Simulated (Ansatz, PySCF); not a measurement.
C3H9Si, SMILES C[Si](C)C (connectivity only; charge and spin as stated), charge +1, multiplicity 1. Atoms are numbered in the order given.

```xyz
13

C     -0.4481     1.7578     0.2510
Si     0.0041     0.0036    -0.0068
C      1.7406    -0.5338     0.2033
C     -1.2793    -1.2139    -0.4741
H      0.1608     2.3967    -0.4143
H     -0.1843     2.0538     1.2831
H     -1.5144     1.9602     0.0770
H      2.0979    -0.9918    -0.7373
H      1.7880    -1.3310     0.9675
H      2.4160     0.2853     0.4882
H     -1.7533    -0.8990    -1.4220
H     -0.8867    -2.2346    -0.5861
H     -2.0833    -1.2108     0.2843
```
Charge +1, spin multiplicity 1.

Geometry optimised at ωB97X-D3(BJ)/def2-SVP. The multiplicity is an assumed one; no other spin state was optimised. The isomer is the one that the SMILES or the coordinates give; other isomers of the formula were not compared.

Two levels are set side by side: PBE-D3(BJ)/def2-SVP (Ansatz, an electronic-structure program) and ωB97X-D3(BJ)/def2-SVP (PySCF). Each level has its own optimised geometry; the coordinates shown are those of the second. Frequencies come from the Hessian of PySCF at each geometry. Differences are taken from unrounded values.

```csv
quantity,ωB97X-D3(BJ),PBE-D3(BJ),PBE-D3(BJ) minus ωB97X-D3(BJ)
mean bond length (Å),1.285,1.293,0.008
bond C1–Si2 (Å),1.830,1.839,0.009
bond Si2–C3 (Å),1.830,1.839,0.009
bond Si2–C4 (Å),1.830,1.839,0.009
bond C1–H5 (Å),1.105,1.114,0.008
bond C1–H6 (Å),1.106,1.114,0.008
bond C1–H7 (Å),1.099,1.107,0.007
bond C3–H8 (Å),1.105,1.114,0.008
bond C3–H9 (Å),1.105,1.114,0.008
bond C3–H10 (Å),1.099,1.107,0.007
bond C4–H11 (Å),1.106,1.114,0.008
bond C4–H12 (Å),1.099,1.107,0.007
bond C4–H13 (Å),1.105,1.114,0.008
highest harmonic wavenumber (cm⁻¹),3199,3104,-95
mean harmonic wavenumber (cm⁻¹),1456,1401,-55
zero-point energy (kcal/mol),68.70,66.11,-2.59
```

Exact exchange shortens and stiffens bonds; PBE has none. Differences between two approximate levels are no errors against the true value.
